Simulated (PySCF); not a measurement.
GaH3O2, SMILES [OH][GaH][OH]. Atoms are numbered in the order given.

```xyz
6

Ga    -0.3402    -0.0016     0.0000
H     -1.8954     0.0183     0.0000
O      0.5768    -1.5483     0.0000
H      1.5349    -1.3802     0.0000
O      0.7530     1.4396     0.0000
H      0.2669     2.2803     0.0000
```

Geometry optimised at PBE-D3(BJ)/def2-TZVP. The values are those of a single conformer.

Level of theory: PBE0/def2-TZVPD (PySCF).

Mulliken values depend strongly on the basis, most of all with diffuse functions as here. Atomic charges (e):

| atom | Mulliken | meta-Löwdin |
|---|---|---|
| Ga1 | 0.62 | 0.85 |
| H2 | -0.18 | -0.07 |
| O3 | -0.50 | -0.72 |
| H4 | 0.30 | 0.34 |
| O5 | -0.52 | -0.73 |
| H6 | 0.27 | 0.34 |
